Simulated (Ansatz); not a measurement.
Ideal-gas functions of C$_{3}$ClN$_{3}$Si (`N#C[Si](Cl)(C#N)C#N`) at 800 K and 1 bar, from an Ansatz frequency run at PBE0-D4/def2-TZVP.

Molar mass 141.59 g/mol, point group C3v (symmetry number 3), electronic degeneracy 1, moments of inertia 418.519, 418.535, 432.326 u Å². Harmonic wavenumbers (cm⁻¹, unscaled): 86, 86, 106, 138, 138, 257, 333, 333, 402, 402, 409, 472, 678, 694, 694, 2346, 2346, 2346.

Use S(trans) = R[1.5 ln M + 2.5 ln T − 1.1517]; rotational temperatures θ = 24.2544 K / I; S(rot) = R[ln(√π/σ · √(T³/θAθBθC)) + 1.5]; for each mode x = 1.438777 ν̃/T, S = R[x/(eˣ − 1) − ln(1 − e⁻ˣ)] and H = RT x/(eˣ − 1); 1 cm⁻¹ = 0.0119627 kJ/mol; R = 8.31446 J/(mol·K).

Problem. By hand: the entropy, in J/(mol·K).

Solution. Translation 191.1. Rotation: θ = 0.058, 0.058, 0.0561 K, giving 127.1. Vibration, mode by mode: 23.84, 23.84, 22.11, 19.92, 19.92, 14.80, 12.70, 12.70, 11.19, 11.19, 11.05, 9.92, 7.16, 6.99, 6.99, 0.65, 0.65, 0.65, in all 216.3. Electronic 0.0. Sum 534.5 J/(mol·K).

Problem. By hand: H − E and G − E in kJ/mol, counted from the electronic energy.

Solution. Zero-point energy ½ × 12266 × 0.0119627 = 73.4; thermal vibration 74.1; translation, rotation and pV give 4 RT = 26.6. H − E = 174.1 kJ/mol, and G − E = 174.1 − 800 × 534.5/1000 = -253.5 kJ/mol.

Vibration gives 40 % of the entropy, 109.6 J/(mol·K) of it from the modes under 150 cm⁻¹: soft modes count most, and the harmonic formula is weakest for them.
